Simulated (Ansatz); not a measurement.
Species: CH3ClGa, charge 0, doublet. CH3ClGa (SMILES [Cl][Ga][CH3], doublet).
B3LYP-D3(BJ)/def2-TZVP minimum from Ansatz (an electronic-structure program):
```
C
H 1 1.0866
H 1 1.0904 2 111.02
H 1 1.0904 2 111.02 3 122.64
Ga 1 2.0313 2 111.41 3 -118.68
Cl 5 2.2095 1 113.49 2 -180.00
```
Charge 0, spin multiplicity 2.

Atomisation energy term by term, kcal/mol (programs: Ansatz). UHF or UKS for unpaired electrons; spin-orbit terms are left out. Correlated methods leave the cores frozen (noble-gas shells, and filled d and f shells in the p block). No relativity. CBS(X,Y): correlation extrapolated as X^-3, Hartree-Fock from the larger set. A bracket is a step between two methods taken in the basis named. For partners of very few electrons the exact lower level stands in for a higher one. The spin of CH3ClGa ([CH3][Ga][Cl], doublet) was assumed, and the state is the lowest solution found for it.

```csv
term,basis,kcal/mol
Hartree-Fock,def2-QZVPP,339.37
CCSD correlation,"CBS(def2-TZVPP,def2-QZVPP)",98.78
(T),"CBS(def2-TZVPP,def2-QZVPP)",7.21
CCSDT(Q) - CCSD(T),def2-SVP,0.49
sum: De,,445.8
```
